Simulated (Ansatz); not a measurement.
C2H6BClSi can be A, `CC1[SiH2]B1Cl`, or B, `ClBC1C[SiH2]1`.

Calculated with Ansatz (gas phase, PBE0-D4/def2-TZVP geometries, no zero-point term in ΔE). CBS: MP2 limit from def2 TZ/QZ plus the TZ coupled-cluster correction, frozen cores. Functionals use def2-TZVPP. B3LYP here is the variant with VWN-RPA as its local correlation; programs differ in this. Each species was taken in one conformer, which may not be the lowest.

Problem. Which is lower in electronic energy at CCSD(T)/CBS, and by how much? (Estimate.)

Solution. Computed: B, by 84.2 kJ/mol.

Problem. Give E(B) − E(A) in kJ/mol with r2SCAN-D4, CCSD/def2-TZVPP, CCSD(T)/def2-TZVPP, B3LYP, PBE0-D4, HF/def2-TZVPP, MP2/def2-TZVPP. (Estimate.)

Solution. The calculation gave: r2SCAN-D4 -80.2, CCSD/def2-TZVPP -85.1, CCSD(T)/def2-TZVPP -83.1, B3LYP -76.1, PBE0-D4 -77.8, HF/def2-TZVPP -92.3, MP2/def2-TZVPP -90.4. None reverses the order clearly.

Largest T1 diagnostic: 0.013.

From PBE to PBE0 (25 % exact exchange), in def2-TZVPP and without D4, E(B) − E(A) moves by −8.0 kJ/mol. The D4 term adds −3.2 kJ/mol with B3LYP and −1.4 kJ/mol with PBE0; it sums over pairs of atoms, weighted by their polarisabilities, and B3LYP, whose exchange is more repulsive, gets the larger term.
